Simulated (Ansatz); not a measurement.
Molecule: AsF2, net charge 0, doublet state. It need not be the lowest isomer of its formula. SMILES: F[As]F
Geometry: optimised at B3LYP-D3(BJ)/def2-TZVP (Ansatz, a quantum-chemistry and plane-wave program).

Quantity: vertical ionisation energy (to the singlet state of charge +1; each state is the SCF solution reached for its spin), in eV. Valence correlation only, unless marked. Open shells are spin-unrestricted. Spin-orbit coupling is left out. The frozen core is the preceding noble-gas configuration, with the filled d and f shells of earlier blocks. Non-relativistic. CBS(X,Y): correlation extrapolated as X^-3; Hartree-Fock from the larger set. The bracket is a focal-point correction in the basis named.

```
level             program  vertical ionisation energy (eV)
----------------  -------  -------------------------------
HF/aug-cc-pVDZ     Ansatz                             9.39
SVWN5/def2-TZVPD   Ansatz                             9.23
```

Predict the RI-MP2/CBS(aug-cc-pVTZ,aug-cc-pVQZ)+[CCSD(T)-MP2]/aug-cc-pVTZ result (Ansatz).

9.32 eV, so SVWN5/def2-TZVPD differs from it by -0.09 eV.
